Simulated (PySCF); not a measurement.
Cd(SH)2 (CdH2S2), SMILES [SH][Cd][SH]. Heavy atoms are numbered as in [Cd:1]([SH:2])[SH:4]. Hydrogens are named by the atom that carries them.

Geometry optimised at PBE0-D3(BJ)/def2-TZVP. A frequency run showed that this geometry is not a minimum. The def2 effective core potentials stand for the cores of Cd; spin–orbit coupling is left out. Other conformers were not sampled.

Level of theory: PySCF with B3LYP/def2-TZVPD.

Mulliken values depend strongly on the basis, most of all with diffuse functions as here. ESP charges are fitted to the potential on shells at 1.4 to 2.0 van der Waals radii. Atomic charges (e), one atom of each kind:

```json
[
 {"atom": "Cd1", "ESP fit": "0.55", "Mulliken": "0.67"},
 {"atom": "S2 (SH)", "ESP fit": "-0.39", "Mulliken": "-0.46"},
 {"atom": "H on S2", "ESP fit": "0.12", "Mulliken": "0.12"}
]
```
